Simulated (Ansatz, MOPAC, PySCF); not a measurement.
Species: MgI (charge 0, doublet). SMILES: [Mg][I]
Geometry: optimised at B3LYP-D3(BJ)/def2-TZVP (Ansatz, a first-principles code).

Wanted: vertical electron affinity to the singlet, in eV. Conventions: 6-31G* and kin with 6d, 5d where marked; each state is the SCF solution reached for its charge and spin; frozen cores in correlated levels (noble-gas shells and the d and f shells of earlier blocks); def2 sets with scalar-relativistic core potentials past Kr; open shells spin-unrestricted; spin-orbit terms left out; LANL2DZ with its own core potentials from Na on; STO-3G and 3-21G all-electron and non-relativistic. First-principles rows: single points at B3LYP-D3(BJ) geometries (Ansatz). Semi-empirical rows: differences of heats of formation at the shared geometry for vertical values.

| level | program | vertical electron affinity to the singlet (eV) |
|---|---|---|
| AM1 | MOPAC | 1.89 |
| PM6 | MOPAC | 1.45 |
| MNDO | MOPAC | 1.58 |
| HF/6-31G* with LANL2DZ past Ar | Ansatz | 0.54 |
| PBE/6-31G* with LANL2DZ past Ar | Ansatz | 1.42 |
| B3LYP/3-21G | Ansatz | 1.45 |
| B3LYP/6-31G* with LANL2DZ past Ar | Ansatz | 1.48 |
| M06-2X/6-31G* with LANL2DZ past Ar (5d) | PySCF | 1.40 |
| MP2/6-31G* with LANL2DZ past Ar | Ansatz | 0.99 |
| PBE0/def2-TZVPD | Ansatz | 1.50 |
| wB97M-V/def2-TZVPD | Ansatz | 1.60 |

No value to compare with is used here. The 9 habitual levels span 0.54 (HF/6-31G* with LANL2DZ past Ar) to 1.89 eV (AM1); wB97M-V/def2-TZVPD gives 1.60.

The levels are drawn from those run, B3LYP/6-31G* more often than the rest, none by its result; left out are runs that failed, that the program found above a lower state of the same kind, or whose <S^2> lies over 0.5 above the pure value.
